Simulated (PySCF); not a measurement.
C2H6OSn (SMILES C=[CH][SnH2][OH]), singlet, at a GFN2-xTB geometry (such geometries of metal compounds can be far from the true shape) (core potentials on Sn); PySCF with DF-PBE/def2-SV(P).

Input for PySCF:
```python
from pyscf import gto, scf, dft

mol = gto.M(
    atom='''
Sn    0.260469   -0.219988   -0.338580
O     1.760607    0.098721    0.883490
C    -1.421730    0.939757    0.311977
C    -2.405827    0.460406    1.045369
H     0.110025   -1.873439   -0.163872
H     0.805906    0.189517   -1.889688
H     2.033372    1.001802    1.027573
H    -1.422386    1.980090    0.015435
H    -2.442011   -0.570868    1.357104
H    -3.227877    1.081533    1.370433
''',
    basis='def2-sv(p)',
    ecp={'Sn': 'def2-sv(p)'},
    charge=0,
    spin=0,
    verbose=4,
    max_memory=1800,
)

mf = dft.RKS(mol)
mf.xc = 'pbe'
mf = mf.density_fit(auxbasis='def2-universal-jkfit')
mf.kernel()
```

What the program printed (banner, timings and long lists left out):

```
PySCF version 2.14.0

[INPUT] verbose = 4
[INPUT] num. atoms = 10
[INPUT] num. electrons = 48
[INPUT] charge = 0
[INPUT] spin (= nelec alpha-beta = 2S) = 0
[INPUT] symmetry False subgroup None
[INPUT] Mole.unit = angstrom
[INPUT] Symbol           X                Y                Z      unit          X                Y                Z       unit  Magmom
[INPUT]  1 Sn     0.260469000000  -0.219988000000  -0.338580000000 AA    0.492215073939  -0.415717070691  -0.639823471255 Bohr   0.0
[INPUT]  2 O      1.760607000000   0.098721000000   0.883490000000 AA    3.327065042992   0.186555652743   1.669554133792 Bohr   0.0
[INPUT]  3 C     -1.421730000000   0.939757000000   0.311977000000 AA   -2.686680323078   1.775883353643   0.589551087163 Bohr   0.0
[INPUT]  4 C     -2.405827000000   0.460406000000   1.045369000000 AA   -4.546354133084   0.870041246107   1.975461109110 Bohr   0.0
[INPUT]  5 H      0.110025000000  -1.873439000000  -0.163872000000 AA    0.207917116855  -3.540286621079  -0.309673199485 Bohr   0.0
[INPUT]  6 H      0.805906000000   0.189517000000  -1.889688000000 AA    1.522941622144   0.358135225949  -3.570992780877 Bohr   0.0
[INPUT]  7 H      2.033372000000   1.001802000000   1.027573000000 AA    3.842516189359   1.893131411042   1.941831542998 Bohr   0.0
[INPUT]  8 H     -1.422386000000   1.980090000000   0.015435000000 AA   -2.687919983416   3.741827801990   0.029167922733 Bohr   0.0
[INPUT]  9 H     -2.442011000000  -0.570868000000   1.357104000000 AA   -4.614731983175  -1.078784173278   2.564554882552 Bohr   0.0
[INPUT] 10 H     -3.227877000000   1.081533000000   1.370433000000 AA   -6.099803493783   2.043801164679   2.589743042066 Bohr   0.0

nuclear repulsion = 191.107791439077
number of shells = 40
number of NR pGTOs = 157
number of NR cGTOs = 80
basis = def2-sv(p)
ecp = {'Sn': 'def2-sv(p)'}

******** <class 'pyscf.df.df_jk.DFRKS'> ********
method = DFRKS
initial guess = minao
damping factor = 0
level_shift factor = 0
DIIS = <class 'pyscf.scf.diis.CDIIS'>
diis_start_cycle = 1
diis_space = 8
diis_damp = 0
SCF conv_tol = 1e-09
SCF conv_tol_grad = None
SCF max_cycles = 50
direct_scf = False
XC library pyscf.dft.libxc version 7.1.2
    S. Lehtola, C. Steigemann, M. J. T. Oliveira, and M. A. L. Marques,  SoftwareX 7, 1–5 (2018)
XC functionals = pbe
    J. P. Perdew, K. Burke, and M. Ernzerhof,  Phys. Rev. Lett. 77, 3865 (1996)
    J. P. Perdew, K. Burke, and M. Ernzerhof,  Phys. Rev. Lett. 78, 1396 (1997)
    J. P. Perdew, K. Burke, and M. Ernzerhof,  Phys. Rev. Lett. 77, 3865 (1996)
    J. P. Perdew, K. Burke, and M. Ernzerhof,  Phys. Rev. Lett. 78, 1396 (1997)
radial grids:
    Treutler-Ahlrichs [JCP 102, 346 (1995); DOI:10.1063/1.469408] (M4) radial grids

becke partition: Becke, JCP 88, 2547 (1988); DOI:10.1063/1.454033
pruning grids: <function nwchem_prune>
grids dens level: 3
symmetrized grids: False
atomic radii adjust function: <function treutler_atomic_radii_adjust>
small_rho_cutoff = 0
Set gradient conv threshold to 3.16228e-05
Initial guess from minao.
tot grids = 123128
init E= -346.439812222839
  HOMO = -0.676950095428102  LUMO = -0.612128284833439  gap/eV = 1.76389
cycle= 1 E= -366.430847628344  delta_E=  -20  |g|= 3.19  |ddm|= 8.23
  HOMO = 0.133940197944568  LUMO = 0.140785515000999  gap/eV = 0.18627
cycle= 2 E= -310.191431009662  delta_E= 56.2  |g|= 12.9  |ddm|= 92.6
  HOMO = -0.16508633479652  LUMO = -0.00772832087001163  gap/eV = 4.28193
cycle= 3 E= -368.73246263826  delta_E= -58.5  |g|= 0.863  |ddm|= 92.5
  HOMO = -0.194165941947848  LUMO = -0.0947758356575896  gap/eV = 2.70454
cycle= 4 E= -368.737752119866  delta_E= -0.00529  |g|= 0.863  |ddm|= 1.95
  HOMO = -0.222038152156323  LUMO = -0.058303244698898  gap/eV = 4.45545
cycle= 5 E= -368.933191487138  delta_E= -0.195  |g|= 0.275  |ddm|= 1.06
  HOMO = -0.215608945912525  LUMO = -0.0477425504766593  gap/eV = 4.56788
cycle= 6 E= -368.950698105879  delta_E= -0.0175  |g|= 0.0907  |ddm|= 0.33
  HOMO = -0.225249969867008  LUMO = -0.0564580865671687  gap/eV = 4.59306
cycle= 7 E= -368.952781273401  delta_E= -0.00208  |g|= 0.035  |ddm|= 0.134
  HOMO = -0.220462319321207  LUMO = -0.0559014730386025  gap/eV = 4.47793
cycle= 8 E= -368.953036424891  delta_E= -0.000255  |g|= 0.0142  |ddm|= 0.0429
  HOMO = -0.221486076513997  LUMO = -0.0551246511455687  gap/eV = 4.52692
cycle= 9 E= -368.953086776291  delta_E= -5.04e-05  |g|= 0.00219  |ddm|= 0.0153
  HOMO = -0.221283564489099  LUMO = -0.0552116060137777  gap/eV = 4.51905
cycle= 10 E= -368.95308800485  delta_E= -1.23e-06  |g|= 0.000359  |ddm|= 0.00324
  HOMO = -0.221301635034656  LUMO = -0.0552014406154591  gap/eV = 4.51982
cycle= 11 E= -368.953088048663  delta_E= -4.38e-08  |g|= 6.47e-05  |ddm|= 0.000643
  HOMO = -0.221309182273547  LUMO = -0.0552010954126274  gap/eV = 4.52003
cycle= 12 E= -368.953088050317  delta_E= -1.65e-09  |g|= 1.89e-05  |ddm|= 0.000143
  HOMO = -0.221307241983538  LUMO = -0.0552004382042668  gap/eV = 4.52000
cycle= 13 E= -368.953088050457  delta_E= -1.4e-10  |g|= 2.75e-06  |ddm|= 3.72e-05
  HOMO = -0.221308029302751  LUMO = -0.0552006338431745  gap/eV = 4.52001
Extra cycle  E= -368.953088050453  delta_E= 4.09e-12  |g|= 4.6e-06  |ddm|= 9.88e-06
converged SCF energy = -368.953088050453
```
